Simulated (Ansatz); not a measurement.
## Reading a saddle point

A first-order saddle point of HfH2OF4, singlet, PBE0-D4/def2-TZVP, with one imaginary mode of 301i cm⁻¹:

```xyz
8
angstrom
Hf -0.3632 -0.0345 -0.6700
F 0.8240 -1.4886 0.5736
F 0.8046 -0.2715 -2.1471
F -1.8393 -1.2287 -0.6892
F -1.1914 1.6299 -1.0638
H 0.8628 -0.6022 1.1745
O 0.4255 0.6198 1.1204
H 0.4769 1.3759 1.7015
```

Computed with Ansatz 0.2.0 (basis: def2-TZVPP and def2-QZVPP); correlated methods freeze the cores. Core potentials replace the inner electrons of the atoms past krypton. Extrapolation: Hartree–Fock as exp(−7.88 √X), correlation as X^−2.97.

(1) Which contacts change along the imaginary mode, and what lies on either side? (A judgement: the text doesn't fix the answer.)

(2) Which side is lower, and how far does the saddle lie above each? (An estimate is asked for; the value comes from the calculation.)

T1 diagnostic: at most 0.016.

Results:

(1) Computed: The step is HfF₄ ([F][Hf]([F])([F])[F]) + H₂O → HfHOF₃ ([OH][Hf]([F])([F])[F]) + HF (still joined by a long Hf–F bond), with the molecules in contact on both sides. Shortening one way: Hf1–O7, F2–H6; lengthening the same way: Hf1–F2, H6–O7.
```json
{"pair": "Hf1–O7", "one side (Å)": "2.37", "saddle (Å)": "2.06", "other side (Å)": "2.01"}
{"pair": "F2–H6", "one side (Å)": "2.52", "saddle (Å)": "1.07", "other side (Å)": "0.97"}
{"pair": "Hf1–F2", "one side (Å)": "1.93", "saddle (Å)": "2.25", "other side (Å)": "2.38"}
{"pair": "H6–O7", "one side (Å)": "0.96", "saddle (Å)": "1.30", "other side (Å)": "1.56"}
```

(2) By the calculation: The side with Hf1–F2, H6–O7 short is lower by 18.91 kcal/mol; the saddle lies 20.41 kcal/mol above it and 1.50 kcal/mol above the other (CCSD(T) at an estimated basis limit (MP2 extrapolated from triple and quadruple zeta, plus CCSD(T) − MP2 in triple zeta); electronic energies).

The step is the kind of ligand exchange by which a precursor binds to a hydroxyl group, or is hydrolysed, in atomic layer deposition of oxides.

Labels in which every atom is bracketed show which atoms are joined, not bond orders.

For scale, one of the runs: CCSD(T)/def2-TZVPP, 239 basis functions, launched by `ansatz run in.yaml --threads 8 --pin off --events-out ev --progress --plain --max-ram 19148MiB`. Hardware: 8 CPU threads of an Intel Xeon, shared host. Wall time 4.4 min; peak host memory 6 GiB.
